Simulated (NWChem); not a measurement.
# Correlation energy of CF

```
C
F 1 1.2719
```
Charge 0, spin multiplicity 2.

All runs are NWChem calculations. Structure: optimised with UB3LYP/def2-SVP, a minimum by its harmonic frequencies.

Basis set: cc-pVTZ. Each correlation energy counts from its own Hartree-Fock reference.

The correlated methods keep 2 core orbitals frozen. This spin state was chosen for the runs; another may lie lower. The structure started from a generated list of species. The unpaired electrons of the parent sit in orbitals of symmetry b2 (C2v labels of the run); other states weren't searched. No SCF solution was tested for a lower state. Open-shell Hartree-Fock references start from PBE0 orbitals. No row is a measurement; the coupled-cluster row has its own basis-set and correlation limits.

Task: One of these methods gave a correlation energy of -352.2 mHa. Which?
A) SCS-UMP2
B) CCSD[T] on UHF
C) CCSD on UHF
D) URI-MP2

Result: D, URI-MP2. The others give -345.6 (SCS-UMP2), -366.6 (CCSD on UHF), -380.9 (CCSD[T] on UHF).
